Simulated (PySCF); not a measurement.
Compound: C3H11ClSi3.
Structure used (GFN2-xTB), in Å, numbered top down from 1:
```xyz
18
C3H11ClSi3 angstrom
C      2.989    0.586   -0.642
C      1.873   -0.064   -0.919
C      0.530    0.560   -0.997
Si    -0.491    0.116    0.575
Si    -0.726   -2.200    0.719
Si    -2.427    1.405    0.501
Cl    -3.770    0.546    1.767
H      2.995    1.653   -0.487
H      3.940    0.087   -0.566
H      1.895   -1.137   -1.069
H      0.626    1.642   -1.089
H      0.006    0.197   -1.882
H      0.344    0.606    1.697
H     -2.008   -2.567    1.320
H     -0.683   -2.835   -0.604
H      0.323   -2.844    1.515
H     -2.326    2.797    0.947
H     -3.100    1.459   -0.800
```

Computed at PBE0/pcSseg-1 (PySCF, non-relativistic), with Q(35Cl) = −0.0817 b: Cl7, 35Cl (I = 3/2): χzz = -42.03 MHz, η = 0.019.

(1) Where would the pure quadrupole (NQR) lines of 35Cl at Cl7 fall for the rigid, isolated species?

(2) Apply the simplest Townes–Dailey estimate (no s hybridisation, no π bonding), ionic character = 1 − χzz/χ0, where χ0 is the coupling for one missing p electron along the bond: −109.74 MHz for 35Cl.

Results:

(1) From ν = (|χ|/2)√(1 + η²/3): ν = 21.02 MHz (silicon-bound chlorine). For 37Cl the ratio of quadrupole moments, 0.7881, gives 16.56 MHz.

(2) Cl7 on Si6: 1 − (-42.03)/(-109.74) = 0.62. In this model a purely covalent bond gives χ0 and a free halide ion gives zero; s hybridisation or π bonding, where present, is counted here as ionic character.

In a crystal, neighbours and librations shift these lines. GFN2-xTB bond lengths can be off by several hundredths of an ångström, more for odd bonds, and the gradients follow them. The basis is small and wasn't made for field gradients, so the couplings can be 20 % off.

These values come from a run that also computed NMR shieldings. The run took 59 s on one thread, Arm Neoverse V1 (aarch64), on a shared host, and the process peaked at 0.91 GiB of memory.

One conformer stands for the species.
